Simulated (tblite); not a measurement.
Species: C3H7B3F3N.
SMILES with atom numbers: `[BH2:1][N:2]([B:3]([F:4])[B:5]([F:6])[F:7])[CH:8]1[CH2:9][CH2:10]1` (hydrogens: H11, H12 on B1; H13 on C8; H14, H15 on C9; H16, H17 on C10)

Computed with GFN2-xTB (tblite), gas phase: L-BFGS steps from a force-field or distance-geometry start until the largest atomic force falls under 0.01 eV/Å.

Step 60: E = -842.9625 eV
```
atom  x, y, z in Å  |  force x, y, z in eV/Å
B1      1.0167   -1.4576    0.4826    0.030   0.041  -0.018
N2      0.2098   -0.3081    0.6008    0.030   0.082  -0.063
B3      0.7771    0.9514    0.9705    0.080  -0.100  -0.054
F4     -0.0572    1.8722    1.4519   -0.073   0.024  -0.066
B5      2.4026    1.3118    0.6146    0.012   0.019   0.057
F6      2.9007    1.0518   -0.5882    0.016   0.085   0.109
F7      3.2852    1.9088    1.3953    0.041  -0.054  -0.034
C8     -1.2114   -0.3283    0.3060    0.032   0.010  -0.043
C9     -1.6436    0.5905   -0.7998   -0.016  -0.002  -0.025
C10    -1.6395   -0.8944   -1.0122   -0.014   0.078  -0.100
H11     2.1659   -1.3137    0.6458    0.011  -0.070   0.039
H12     0.5520   -2.4966    0.2326   -0.082  -0.009   0.010
H13    -1.8424   -0.4607    1.1762   -0.035   0.024  -0.011
H14    -0.8595    1.1739   -1.2641   -0.077  -0.037  -0.017
H15    -2.5912    1.1023   -0.7461   -0.010   0.000   0.103
H16    -0.8697   -1.3123   -1.6444   -0.064  -0.006   0.022
H17    -2.6024   -1.3791   -1.0919    0.120  -0.085   0.093
```

Step 61: E = -842.9681 eV
```
atom  x, y, z in Å  |  force x, y, z in eV/Å
B1      1.0181   -1.4523    0.4758    0.060   0.112   0.017
N2      0.2131   -0.2996    0.5930   -0.040   0.074  -0.062
B3      0.7793    0.9633    0.9575    0.062  -0.132  -0.020
F4     -0.0554    1.8854    1.4366   -0.070   0.007  -0.085
B5      2.4120    1.3144    0.6218    0.006  -0.030   0.058
F6      2.9179    1.0470   -0.5755    0.036   0.102   0.082
F7      3.3003    1.8838    1.4169    0.014  -0.048  -0.041
C8     -1.2126   -0.3263    0.3069    0.008   0.001  -0.051
C9     -1.6575    0.5856   -0.7993   -0.020   0.049  -0.006
C10    -1.6449   -0.8977   -1.0091    0.020   0.055  -0.098
H11     2.1687   -1.3086    0.6342   -0.002  -0.064   0.034
H12     0.5565   -2.4944    0.2387   -0.112  -0.020  -0.004
H13    -1.8446   -0.4593    1.1773    0.021   0.024  -0.011
H14    -0.8834    1.1761   -1.2675   -0.012  -0.026  -0.050
H15    -2.6047    1.0955   -0.7430   -0.063  -0.007   0.125
H16    -0.8690   -1.3051   -1.6382   -0.033  -0.040  -0.027
H17    -2.6008   -1.3956   -1.0964    0.125  -0.056   0.139
```

**Question.** Estimate the geometry and energy of step 62. (The exact step hangs on the optimiser's Hessian estimate; all steps are aligned on step 61, rigid shifts and turns removed.)

**Answer.** E = -842.9733 eV, largest force 0.193 eV/Å
```
atom  x, y, z in Å  |  force x, y, z in eV/Å
B1      1.0196   -1.4482    0.4714    0.050   0.128   0.025
N2      0.2163   -0.2921    0.5834   -0.072   0.032  -0.050
B3      0.7827    0.9707    0.9466    0.020  -0.097   0.037
F4     -0.0552    1.8933    1.4233   -0.047  -0.014  -0.105
B5      2.4201    1.3187    0.6311   -0.010  -0.089   0.040
F6      2.9313    1.0467   -0.5619    0.055   0.100   0.013
F7      3.3152    1.8657    1.4327    0.000  -0.019   0.004
C8     -1.2125   -0.3248    0.3059   -0.014   0.008  -0.064
C9     -1.6696    0.5823   -0.7991   -0.023   0.073   0.011
C10    -1.6496   -0.8990   -1.0086    0.047   0.030  -0.057
H11     2.1719   -1.3089    0.6212   -0.009  -0.050   0.034
H12     0.5550   -2.4928    0.2502   -0.118  -0.009  -0.010
H13    -1.8464   -0.4574    1.1760    0.077   0.019  -0.010
H14    -0.9040    1.1758   -1.2733    0.045   0.003  -0.079
H15    -2.6153    1.0917   -0.7361   -0.112  -0.011   0.133
H16    -0.8697   -1.2974   -1.6352    0.015  -0.071  -0.085
H17    -2.5967   -1.4120   -1.0978    0.096  -0.033   0.164
```

The energy changes by -0.0052 eV. The first-order estimate −F·Δx gives -0.0071 eV and the mean of the old and new forces, exact on a quadratic surface, -0.0052 eV. The step makes an angle of 74° with the force vector and moves no atom by more than 0.028 Å.

The cost below is that of the whole relaxation. Hardware: one thread of an Arm Neoverse N1, no GPU (shared host). Cost: 1.6 s wall.
